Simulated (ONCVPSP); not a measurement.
## Before and after: ONCV potential for K (Z = 19)

ONCVPSP 4.0.1 input, shortened (lines: element, Z, core and valence counts, functional; n l f; lmax; l rc ep ncon nbas qcut; lloc lpopt rc5 dvloc0; l nproj debl; icmod fcfact rcfact), PBEsol, scalar-relativistic:

```
  K 19.00    3    2  -116133      upf
    1    0    2.00
    2    0    2.00
    2    1    6.00
    3    0    2.00
    3    1    6.00
    2
    0    1.30    0.00    5    9    4.50
    1    2.20    0.00    4    7    7.60
    2    2.30    0.37    5    9    4.90
    4    5    1.30    6.00
    0    1    1.00
    1    3    2.90
    2    2    3.20
    0    0.00    0.00
```

In the d channel the program set the typed energies aside and used 0.050, 3.250 Ha.

All-electron outer shells of the reference configuration (PBEsol, scalar-relativistic, ld1.x):

```csv
shell,level (eV),outermost node (bohr),outermost maximum (bohr)
3p,-24.83,0.45,1.15
```

Change: all radii scaled by about 0.81 (s 1.06, p 1.78, d 1.86 bohr); local potential polynomial inside 1.06 bohr (lpopt 5, dvloc0 6 Ha).

Cutoffs: the cutoffs (Ha) at which the residual kinetic energy of the hardest occupied pseudo-wave falls to 1 and 0.1 mHa per electron; they do not see the model core or the augmentation charge, which bear on the density cutoff. Errors are all-electron minus pseudo energies relative to the spin-unpolarised reference configuration.

Problem. Predict the effect on cutoff, ghosts and configuration errors.

Solution. The potential gets harder (115 Ha and 136 Ha → 131 Ha and 179 Ha); of the 4 tests that both files solve, the error grows in 0 and shrinks in 3 by more than 15 % and 0.3 meV (median size 16.9 → 4.7 meV); neither file shows a bound ghost. A smaller radius makes the pseudo-wave follow the all-electron one further in, where it bends more sharply, so more plane waves are needed. Less of the atom is replaced, so other configurations are described better.

```csv
quantity,base,changed
"cutoff, loose",115 Ha,131 Ha
"cutoff, tight",136 Ha,179 Ha
loose cutoff by channel,"s 115 Ha, p 13 Ha","s 131 Ha, p 12 Ha"
bound ghosts,none,none
GHOST(+) flags under 300 eV,none,none
"error for 3s2 3p6 4s1, meV [ΔE -4.22 eV]",+45,+13
"error for 3s2 3p6 4s0.5, meV [ΔE -2.60 eV]",+32,+9.3
"error for 3s2 3p6 4p1, meV [ΔE -2.70 eV]",+0.1,+0.1
"error for 3s2 3p6 3d1, meV [ΔE -1.81 eV]",-2.0,-0.2
```
